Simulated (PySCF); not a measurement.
A geometry optimisation on `CCC#C[Si@@H](Cl)P[SiH3]`.

Method: PBE0-D3(BJ)/def2-SVP geometry optimisation, gas phase (PySCF 2.14.0). Start geometry: GFN2-xTB. The input is one job of a driver script: a line of settings, then coordinates in Å.

Input:
```
{"job": {"xc": "PBE0", "basis": "def2-SVP", "d3": "d3bj", "grid": 1, "kind": "geom"}, "charge": 0, "multiplicity": 1}
C     -2.675691     1.267156     0.795844
C     -2.645289    -0.257658     0.912577
C     -1.363560    -0.792327     0.506509
C     -0.285359    -1.219380     0.175519
Si     1.338697    -1.854916    -0.418159
Cl     1.089760    -3.656422    -1.304011
P      2.080307    -0.410648    -1.968640
Si     2.706884     1.286454    -0.668378
H     -3.646185     1.644564     1.109976
H     -1.907951     1.712754     1.424392
H     -2.498122     1.572475    -0.232725
H     -3.421697    -0.695229     0.278243
H     -2.840574    -0.558410     1.946075
H      2.230178    -2.045833     0.730642
H      3.335258    -0.980936    -2.074963
H      1.488988     1.908191    -0.154688
H      3.450465     2.209758    -1.524618
H      3.555131     0.876723     0.454748
```

Output:
```
step   0  E = -1537.74484396  max force = 0.034890
step   1  E = -1537.74939758  max force = 0.010464
step   2  E = -1537.74996788  max force = 0.005060
step   3  E = -1537.75020635  max force = 0.001333
step   4  E = -1537.75031005  max force = 0.002340
step   5  E = -1537.75065248  max force = 0.007581
step   6  E = -1537.75082790  max force = 0.005603
step   7  E = -1537.75100625  max force = 0.002715
step   8  E = -1537.75104181  max force = 0.001528
step   9  E = -1537.75107655  max force = 0.000641
step  10  E = -1537.75108809  max force = 0.000400
optimisation converged
```

Energies in Eh; «max force» is the largest Cartesian gradient component in Eh/bohr.

**Question.** How much energy does the optimisation release, in eV?

**Answer.** E(step 0) − E(last step) = 0.006244 Eh, which is 0.170 eV.

**Question.** Give the first gradient maximum in eV/Å.

**Answer.** With 1 Eh/bohr = 51.422 eV/Å, 1.794 eV/Å.

Main results: final energy -1537.75109 Eh after 10 steps; dipole 3.10 D.

**Question.** Estimate the wall time. Hardware: one thread, Arm Neoverse V2 (aarch64), shared host with 32 logical CPUs at a one-minute load of 22. And the peak memory of the process?

**Answer.** About 2.4 min, with 0.83 GiB resident at the peak, the Python interpreter and its libraries included.
Labels such as C1 count atoms from 1, the log's own numbers from 0.
